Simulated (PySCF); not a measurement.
**Working out the ionisation energy of Bi⁺**

Bi⁺ [Xe] 4f14 5d10 6s2 6p2 (3P) → Bi²⁺ [Xe] 4f14 5d10 6s2 6p1 (2P). All numbers are calculated (PySCF 2.14, a scalar-relativistic core potential, in aug-cc-pVQZ-PP with ECP60MDF (7s7p5d3f2g, 92 functions)). Frozen: 5s2 5p6 5d10. Energies in hartree (1 hartree = 27.21139 eV):

| part | Bi⁺ (lower) | Bi²⁺ (upper) |
| --- | --- | --- |
| UHF | -213.292956 | -212.730392 |
| CCSD correlation | -0.050940 | -0.038650 |
| (T) | -0.001082 | -0.000418 |

What does Hartree-Fock give?

(-212.730392) − (-213.292956) = 0.562564 hartree = 15.308 eV.

What do CCSD and CCSD(T) give?

The CCSD correlation energies differ by 0.012290 hartree = 0.334 eV and the triples by 0.000664 hartree = 0.018 eV, so CCSD gives 15.642 eV and CCSD(T) 15.660 eV.

Reference: 16.703 eV (measured; NIST Atomic Spectra Database, ionization energies), between the lowest levels; spin-orbit coupling is absent from the calculation.

What remains against the reference includes basis incompleteness, the frozen core and higher excitations.
